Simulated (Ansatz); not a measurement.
Ansatz (an electronic-structure program) input (B3LYP/6-311G**): A basis named .json is the Basis Set Exchange file of that set (core-valence sets with the plain set on hydrogen).

Ansatz 0.2 input:
```yaml
crystal:
  periodic: [false, false, false]
  atoms:
    - {symbol: Cl, position_ang: [1.09397806, 0.25531858, 0.10569071]}
    - {symbol: H, position_ang: [-0.17537376, 0.07700808, 0.17656529]}
basis:
  gaussian:
    orbitals: 6-311G__.json
hamiltonian:
  xc: {name: B3LYP}
magnetization: {spin_polarized: false}
```

Output:

```
Functional definition: B3LYP
integrals: 0.00 GiB planned
290 factors; their error is unknown
mean field: 0.10 GiB planned
mean field evaluation 1: about -12539.6586 eV, gradient 1.0e1 eV
mean field evaluation 2: about -12539.6859 eV, gradient 1.1e1 eV
mean field evaluation 4: about -12539.9266 eV, gradient 1.6e-1 eV
mean field evaluation 8: about -12539.9358 eV, gradient 1.9e-4 eV
mean field -12539.93583050 eV, -460.8341418970 hartree, gradient 2.5e-5 eV, S^2 0.000000; 0 other end points of the search recorded, 0 dependent functions left out
reference -12539.93598836 eV, -460.8341476984 hartree; 9, 9 occupied and 24, 24 virtual orbitals, 290 factors
Total energy: -12539.93598836 eV, -460.8341476984 hartree
```
